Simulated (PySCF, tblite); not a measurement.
Isomers of C5H7OS2 (doublet state), one GFN2-xTB conformer each. Single-point energies are computed at B3LYP/pcH-1 (PySCF, gas phase, no added dispersion term), electronic only. GFN2-xTB treats the open shell by occupation alone, and not every SCF solution was tested for stability.

```json
{"SMILES": "C[S@@](=O)[C@@H]1CC=[C]S1", "GFN2-xTB relative energy (kJ/mol)": "188.0"}
{"SMILES": "CO[C]1CC=C(S)S1", "GFN2-xTB relative energy (kJ/mol)": "19.5"}
{"SMILES": "COC1=CC[C](S)S1", "GFN2-xTB relative energy (kJ/mol)": "0.0"}
```

Conformers: `[CH3:1][S@@:2](=[O:3])[C@@H:4]1[CH2:5][CH:6]=[C:7][S:8]1` (doublet state) with C1–S2–C4–C5 -174°, S2–C4–C5–C6 -137°, C4–C5–C6–C7 18°, C6–C7–S8–C4 -4°, S2–C4–S8–C7 131°; `[CH3:1][O:2][C:3]1[CH2:4][CH:5]=[C:6]([SH:7])[S:8]1` (doublet state) with C1–O2–C3–C4 175°, C5–C6–S7–H -177°, O2–C3–C4–C5 160°, C3–C4–C5–C6 -9°, C5–C6–S8–C3 8°, O2–C3–S8–C6 -158°; `[CH3:1][O:2][C:3]1=[CH:4][CH2:5][C:6]([SH:7])[S:8]1` (doublet state) with C1–O2–C3–C4 -176°, C5–C6–S7–H 169°, C3–C4–C5–C6 -8°, C4–C5–C6–S7 162°, C5–C6–S8–C3 -11°, O2–C3–S8–C6 -174°.

Q: What does B3LYP/pcH-1 give for the same structures?

A: 
```tsv
SMILES	B3LYP/pcH-1 E (Eh)	B3LYP/pcH-1 (kJ/mol)	GFN2-xTB (kJ/mol)	point group
COC1=CC[C](S)S1	-1066.28697	0.0	0.0	C1
CO[C]1CC=C(S)S1	-1066.28511	4.9	19.5	C1
C[S@@](=O)[C@@H]1CC=[C]S1	-1066.20808	207.1	188.0	C1
```

Both levels put the same isomer lowest; measured from each level's own lowest isomer, the values differ by up to 19.1 kJ/mol (C[S@@](=O)[C@@H]1CC=[C]S1: 188.0 against 207.1). As drawn, the lowest has an S–H bond, which the highest lacks. Neighbours under 21 kJ/mol apart (COC1=CC[C](S)S1 and CO[C]1CC=C(S)S1) can change places with a better method, another conformer or zero-point energy.

Q: What happens when harmonic zero-point energies from GFN2-xTB frequencies are added?

A: 
```json
{"SMILES": "COC1=CC[C](S)S1", "ZPE (kJ/mol)": "274.3", "electronic (kJ/mol)": "0.0", "with ZPE (kJ/mol)": "0.0"}
{"SMILES": "CO[C]1CC=C(S)S1", "ZPE (kJ/mol)": "273.4", "electronic (kJ/mol)": "4.9", "with ZPE (kJ/mol)": "3.9"}
{"SMILES": "C[S@@](=O)[C@@H]1CC=[C]S1", "ZPE (kJ/mol)": "277.3", "electronic (kJ/mol)": "207.1", "with ZPE (kJ/mol)": "210.1"}
```

The zero-point energies span 3.9 kJ/mol. The order is unchanged.
